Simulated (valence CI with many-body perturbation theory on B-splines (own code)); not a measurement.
Values are calculated unless marked as measured or tabulated.
# La⁵⁰⁺: what the settings do

Method: valence CI with perturbative core correlation (CI+MBPT): five valence electrons over a frozen Dirac-Fock core [He], a basis of 6 s, 6 p, 5 d, 3 f, 1 g functions for each j, with the one-electron correlation potential Σ1 (screened to all orders), the two-electron term Σ2, the three-electron term Σ3, Breit, model QED; selected single and double excitations, second order for the rest (own B-spline code, finite nucleus).

The last digits are not significant, and no measured levels were compared; by estimate large intervals hold to a few tenths of a per cent, small ones and those within an open d or f shell to about a per cent. Among the levels kept, up to 2400 cm⁻¹ of a level comes from second order outside the variational space, and about a tenth of that is noise between levels of different J, which matters for small intervals.

The reference run has the lowest level (2s^2 2p1/2^2 2p3/2) J=3/2 and an ionisation energy of 9436.68 eV. Its largest variational space holds 10000 state functions.

Levels are named by their leading jj configuration (3d3/2^4 stands for four electrons in 3d with j = 3/2), which in mixed levels can hold well under half, so a name can repeat and another be missing. Letters in brackets count levels of one name in rising energy.

Changed runs:
A. cutoff of virtual states (hartree) 6498 → 5040
B. box radius (bohr) 1.1445 → 2.15
C. highest l with Σ1, explicit Σ2 and valence Breit (higher l get mean screening factors) 3 → 0
D. factor on the speed of light 1 → 1.1 (bad on purpose)

Excitation energies of the reference run in cm⁻¹, and shifts in cm⁻¹:

```
                       Level  Reference        A        B       C         D
  (2s^2 2p1/2 2p3/2^2) J=3/2    3339520      -18      +16  -12704   -669053
  (2s^2 2p1/2 2p3/2^2) J=5/2    3507250      -19      +15  +22392   -663205
  (2s^2 2p1/2 2p3/2^2) J=1/2    3782090      -19      +16  -22421   -674863
  (2s 2p1/2^2 2p3/2^2) J=5/2    5235860      -85      -16   -3060   -726762
  (2s 2p1/2^2 2p3/2^2) J=1/2    5833250      -87      -16  -38345   -741840
  (2s 2p1/2^2 2p3/2^2) J=3/2    5845810      -89      -16  -13539   -741133
        (2s^2 2p3/2^3) J=3/2    7131750      -38      +32  -21581  -1344100
(2s 2p1/2 2p3/2^3) J=3/2 [a]    8744610     -103     +0.1  -34607  -1391897
    (2s 2p1/2 2p3/2^3) J=5/2    9020210     -103     -0.8    +127  -1388307
    (2s 2p1/2 2p3/2^3) J=1/2    9347130     -105        0  -34844  -1407407
(2s 2p1/2 2p3/2^3) J=3/2 [b]    9434490     -106     -0.9  -13753  -1396691
     (2p1/2^2 2p3/2^3) J=3/2   11529800     -171      -31  -25434  -1457870
      Ionisation energy (eV)    9436.68  -0.0072  +0.0027   +2.72     -9.25
```
